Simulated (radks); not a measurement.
Results of a calculation; reference values are marked as such.
The silver ion Ag40+, configuration [He] 2s2 2p3 (the NIST ground configuration). Code: a radial shooting solver on a logarithmic mesh with Libxc functionals. Model: scalar-relativistic Kohn-Sham, SCAN, spin-polarised, spherical densities, finite nucleus; open shells are filled with parallel spins first (spin-orbit coupling, left out, can overturn this in heavy ions); meta-GGA in the generalised Kohn-Sham scheme; Fermi nuclear charge, rms radius 4.5454 fm.

Normalised radial functions P(r) = r R(r), r in bohr:

r         1s down    2s up   2p up
0.003528   2.1544   0.7474  0.0411
0.003914   2.3328   0.8079  0.0495
0.004378   2.5358   0.8764  0.0604
0.004858   2.7338   0.9426  0.0725
0.005434   2.9562   1.0163  0.0884
0.006029   3.1698   1.0860  0.1060
0.006744   3.4054   1.1615  0.1289
0.007483   3.6271   1.2308  0.1543
0.00837    3.8655   1.3029  0.1871
0.009287   4.0829   1.3656  0.2233
0.01039    4.3080   1.4259  0.2696
0.01153    4.5036   1.4727  0.3205
0.01289    4.6934   1.5096  0.3849
0.01431    4.8442   1.5278  0.4550
0.016      4.9716   1.5257  0.5428
0.01775    5.0506   1.4994  0.6370
0.01986    5.0860   1.4399  0.7534
0.02204    5.0664   1.3512  0.8762
0.02465    4.9832   1.2149  1.0250
0.02735    4.8448   1.0470  1.1785
0.03059    4.6283   0.8187  1.3598
0.03394    4.3662   0.5613  1.5416
0.03796    4.0232   0.2356  1.7496
0.04212    3.6563  -0.1072  1.9491
0.04712    3.2220  -0.5125  2.1652
0.05228    2.7963  -0.9124  2.3600
0.05848    2.3316  -1.3528  2.5541
0.06489    1.9111  -1.7542  2.7101
0.07258    1.4880  -2.1552  2.8401
0.08053    1.1367  -2.4752  2.9148
0.09007    0.8137  -2.7410  2.9348
0.09995    0.5713  -2.8963  2.8900
0.1118     0.3691  -2.9500  2.7692
0.124      0.2324  -2.8891  2.5910
0.1387     0.1319  -2.7088  2.3353
0.154      0.0727  -2.4492  2.0512
0.1722     0.0352  -2.0968  1.7139
0.1911     0.0164  -1.7318  1.3920
0.2137     0.0065  -1.3339  1.0589
0.2371     0.0025  -0.9901  0.7805
0.2652     0.0008  -0.6723  0.5284
0.2943     0.0002  -0.4388  0.3453
0.3292     0.0001  -0.2557  0.2024
0.3653     0.0000  -0.1427  0.1140
0.4086     0.0000  -0.0690  0.0559
0.4533     0.0000  -0.0317  0.0262
0.5071     0.0000  -0.0122  0.0103
0.5626     0.0000  -0.0044  0.0038
0.6293     0.0000  -0.0013  0.0011
0.6983     0.0000  -0.0003  0.0003
0.781      0.0000  -0.0001  0.0001
0.8667     0.0000  0.0000  0.0000
0.9694     0.0000  0.0000  0.0000

1s down: eigenvalue -28471 eV, 0 radial nodes, <r> = 0.0310 bohr, 90 % of the charge inside 0.0556 bohr. 2s up: eigenvalue -6482.7 eV, 1 radial node at r = 0.0408 bohr, <r> = 0.129 bohr, 90 % of the charge inside 0.198 bohr. 2p up: eigenvalue -6171.1 eV, 0 radial nodes, <r> = 0.111 bohr, 90 % of the charge inside 0.180 bohr.

Empty levels of this run are not shown, since the potential may be unsettled where no density lies.
